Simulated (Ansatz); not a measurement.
Geometry optimisation, RKS r2SCAN-D4/def2-SVP in Ansatz 0.2.0.

The input (input.yaml):

```yaml
crystal:
  periodic: [false, false, false]
  atoms:
    - { symbol: O, position_ang: [0.5901, 0.9755, 0.0094] }
    - { symbol: C, position_ang: [-0.0048, -0.2536, 0.2771] }
    - { symbol: F, position_ang: [0.4439, -1.0609, -0.7116] }
    - { symbol: I, position_ang: [-1.9956, -0.1364, 0.1236] }
    - { symbol: H, position_ang: [0.6392, 0.9987, -0.9869] }
    - { symbol: H, position_ang: [0.3693, -0.5874, 1.2422] }
basis:
  gaussian: { orbitals: def2-SVP }
hamiltonian:
  xc: r2scan
  dispersion: d4
relax:
  f_tol: 0.02
  max_steps: 50
```

Run as:

```bash
$ ansatz run input.yaml --threads 2 --pin off --max-ram 3072MiB --backend cpu --events-out ev --progress --plain --runs-dir out
```

Question: Where does it end, and by what steps?

Answer: It converged. After 6 steps the energy has fallen by 0.580 eV; H5 moved furthest, 0.23 Å.

```csv
step,energy less start (eV),largest force component (eV/Å),accepted
0,0.0000,3.648,yes
1,-0.4519,2.092,yes
2,-0.5326,1.074,yes
3,-0.5471,1.205,yes
4,-0.5755,0.180,yes
5,-0.5795,0.185,yes
6,-0.5800,0.020,yes
```

```xyz
6
Properties=species:S:1:pos:R:3
O 0.718 0.915 -0.033
C 0.122 -0.257 0.222
F 0.481 -1.222 -0.654
I -2.121 -0.117 0.108
H 0.511 1.187 -0.942
H 0.332 -0.571 1.253
```

The run took 15 s on 2 threads of Arm Neoverse V2, on a shared host, peak memory 0.16 GiB.
